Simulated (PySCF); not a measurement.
## Where the electron goes

Compound: CH8ClPSi2.
SMILES with atom numbers: `[SiH3:1][PH:2][SiH2:3][CH2:4][Cl:5]` (hydrogens: H6, H7, H8 on Si1; H9 on P2; H10, H11 on Si3; H12, H13 on C4)

Geometry (GFN2-xTB, Å), atoms numbered from 1 in this order:
```xyz
13
CH8ClPSi2 angstrom
Si    -2.1976    0.3651    0.6739
P     -0.4918   -0.9674    1.2325
Si     0.8729   -0.8148   -0.5285
C      1.8573    0.8003   -0.2656
Cl     3.0461    0.9924   -1.5770
H     -1.7408    1.7403    0.8754
H     -2.6396    0.1936   -0.7129
H     -3.2971    0.0405    1.5813
H     -1.0808   -2.1405    0.8109
H      1.7972   -1.9489   -0.4921
H      0.2257   -0.7420   -1.8435
H      1.2270    1.6875   -0.2830
H      2.4171    0.7945    0.6674
```

The calculation used TDDFT B3LYP/def2-SVPD, vertical, gas phase, core orbitals frozen in the response (PySCF).

Kohn–Sham orbitals with the atoms that hold most of them (Löwdin shares over 4%, at most four atoms; ? is withheld):

```
orbital  ε (eV)                              atoms
 LUMO+2   -0.19    P2 25%, Si1 22%, Si3 16%, H7 7%
 LUMO+1   -0.29    Si1 24%, P2 20%, Si3 16%, H8 9%
   LUMO       ?                                  ?
   HOMO   -7.22    P2 61%, Si3 11%, Si1 11%, H9 6%
 HOMO-1   -7.86                                  ?
 HOMO-2   -8.35                    Cl5 78%, C4 13%
 HOMO-3   -8.76  P2 29%, Si1 19%, Si3 18%, H10 11%
```

Problem. Give the leading atoms of the HOMO-1.

Solution. Cl5 (bonded to C) 54%; C4 (bonded to Cl, Si and 2 H) 17%; Si3 (bonded to C, P and 2 H) 10%; P2 (bonded to 2 Si and H) 9%.

Problem. Give the leading atoms of the LUMO.

Solution. Cl5 (bonded to C) 18%; P2 (bonded to 2 Si and H) 17%; Si3 (bonded to C, P and 2 H) 13%; Si1 (bonded to P and 3 H) 13%. By element: silicon 26%, chlorine 18%, phosphorus 17%.

Problem. What is the LUMO energy, and the HOMO–LUMO gap?

Solution. ε(LUMO) = -0.55 eV; the gap is 6.66 eV (0.2449 hartree).

Problem. How does S1 compare with the orbital gap of 6.66 eV?

Solution. S1 is at 5.68 eV (f = 0.0011), 0.99 eV below the gap, made of HOMO→LUMO (94%). Without the coupling terms of the response equations the lowest excitation would equal the gap.

Problem. Give energy, strength and leading configuration of S1, S2, S4 and S8, and follow the Löwdin shares of the leading atoms from the occupied to the empty orbital.

Solution. 
- S1 (5.68 eV, f 0.0011), HOMO→LUMO (94%): P2 61% → 17%, Si3 11% → 13%, Cl5 at most 6% → 18%
- S2 (5.99 eV, f 0.047), HOMO→LUMO+1 (92%): P2 61% → 20%, Si3 11% → 16%, Si1 11% → 24%
- S4 (6.37 eV, f 0.019), HOMO-1→LUMO (75%): Cl5 54% → 18%, C4 17% → at most 13%, P2 9% → 17%
- S8 (6.83 eV, f 0.0022), HOMO-2→LUMO (83%): Cl5 78% → 18%, C4 13% → at most 13%, P2 at most 4% → 17%

Löwdin shares depend on the basis, the more so with diffuse functions.

One conformer stands for the species.
